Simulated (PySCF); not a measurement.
CClF2, SMILES F[C](F)Cl (connectivity only; charge and spin as stated), charge +1, multiplicity 1.

Coordinates come from a PBE-D3(BJ)/def2-TZVP optimisation. The spin state was assumed, not searched. The isomer is the one that the SMILES or the coordinates give; other isomers of the formula were not compared.

Calculation: PySCF with PBE-D3(BJ)/def2-TZVP.

Frequencies are harmonic and unscaled.

Give all harmonic wavenumbers and intensities. (An estimate is asked for; the answer gives what the named calculation found.)


| mode | ν (cm⁻¹) | IR (km/mol) | moving atoms (share of kinetic energy) |
|---|---|---|---|
| 1 | 410 | 1.7 | F 67 %, Cl 20 %, C 14 % |
| 2 | 505 | 4.2 | F 64 %, Cl 36 % |
| 3 | 661 | 13.4 | C 84 %, F 13 % |
| 4 | 800 | 16.6 | F 67 %, Cl 20 %, C 13 % |
| 5 | 1374 | 472.4 | C 73 %, F 25 % |
| 6 | 1470 | 277.6 | C 71 %, F 29 % |
